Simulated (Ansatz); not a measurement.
Cost and result up the ladder for the cluster Cu₃ (the lowest doublet isomer of a short search) (3 atoms). Charge 0, multiplicity 2. Geometry: r2SCAN-D4/def2-TZVP.

Cartesian coordinates in Å:
```
Cu -0.557 -0.189 -1.138
Cu 1.110 0.848 0.037
Cu -0.553 -0.660 1.100
```

Ansatz on 4 threads of Arm Neoverse V1 on a shared host. Times are rough, and most runs start from the orbitals of an earlier one. PBE0-D4/def2-TZVPD serves as the yardstick here, not as an exact answer. Differences are given only for rows in sets of like size (and for xTB, whose basis is part of the method), since another set adds its own error. Binding counts from free atoms at the same level (Cu doublet; other spins of the atoms weren't run), without zero-point energy or a counterpoise term.

The 6-31G sets use Cartesian d functions. B3LYP takes the VWN-RPA correlation. Correlated methods freeze 27 core orbitals. HOMO above LUMO, or a gap near zero within one spin, warns that the state may not be the lowest or that an electron is smeared out. The structure comes from a short search, and lower isomers may exist.

Correlated methods converge slowly with the basis.

| level | functions | wall time | binding energy per atom (eV) | difference from PBE0-D4/def2-TZVPD (eV) | remarks |
| --- | --- | --- | --- | --- | --- |
| LDA (SPW92)/def2-TZVP | 135 | 1.8 s | 1.46 | 0.52 | gap within one spin near zero |
| PBE-D4/def2-SVP | 93 | 2.6 s | 1.55 | – | – |
| PBE-D4/def2-TZVP | 135 | 3.4 s | 1.16 | 0.22 | – |
| PBE-D4/def2-TZVPD | 144 | 4.1 s | 1.16 | 0.22 | – |
| PBE0-D4/def2-SVP | 93 | 5.5 s | 1.20 | – | – |
| PBE0-D4/def2-TZVP | 135 | 6.5 s | 0.94 | 0.00 | – |
| B3LYP-D4/def2-TZVP (with forces) | 135 | 7 s | 0.92 | -0.02 | – |
| PBE0-D4/def2-TZVPD | 144 | 7 s | 0.94 | 0.00 | – |
| RPA@PBE/def2-TZVP | 135 | 7.5 s | 0.76 | -0.18 | – |
| B3LYP-D4/6-31G | 87 | 8 s | 1.54 | – | spin-contaminated (⟨S²⟩ 0.85) |
| r2SCAN-D4/def2-TZVP | 135 | 9 s | 1.17 | 0.23 | – |
| r2SCAN-D4/def2-TZVPD | 144 | 10 s | 1.18 | 0.23 | – |
| PBE-QIDH/def2-TZVP | 135 | 11 s | 0.85 | -0.09 | – |
| CCSD(T)/def2-TZVP | 135 | 27 s | 0.88 | -0.07 | – |
